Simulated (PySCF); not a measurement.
SMILES F[SiH2][Ge]([Cl])([Cl])[Cl] at its PBE0/def2-SVP optimised geometry (Å):

```
8

Si    -0.4561    -0.2775     0.0000
F     -0.9976    -1.0933    -1.2936
Ge    -1.2058    -1.4042     1.9658
Cl    -3.3444    -1.4024     2.1761
Cl    -0.5430    -3.4450     2.0758
Cl    -0.3811    -0.3533     3.6586
H     -1.0298     1.0933     0.0000
H      1.0298    -0.2775     0.0000
```

Calculation: PBE0/def2-TZVP run with PySCF 2.14.0.

Map of the HOMO−1 amplitude (bohr^(-3/2)) on the plane z = 1.0 Å; orbital energy -9.30 eV, overall sign arbitrary:

```
|=============================|
|=============================|
|=============================|
|=============================|
|=============================|
|=============================|
|=============================|
|=============================|
|=============================|
|=============================|
|=============================|
|=============================|
|+++==========================|
|++++=========================|
|+++++========================|
|++++++=======================|
|+++++========================|
|=============================|
|----=========================|
|::::---======================|
|  ..:---=====================|
|   .::-======================|
|   .:--==++====-=============|
|  ..:-==++++==----===========|
|..::--=++**++=-----==========|
|:::--=++*##*+=------=========|
|----==+*#%%#*+------=========|
|---==+*#%@@%#+=-----=========|
|-====+*#%@@@%*=-----=========|
```
Scale: ten equal steps from -0.049 (start of ' ') to 0.059 (end of '@'), in the order ' .:-=+*#%@'; x runs from -3.50 to 3.50, y from -3.50 (bottom) to 3.50 (top).
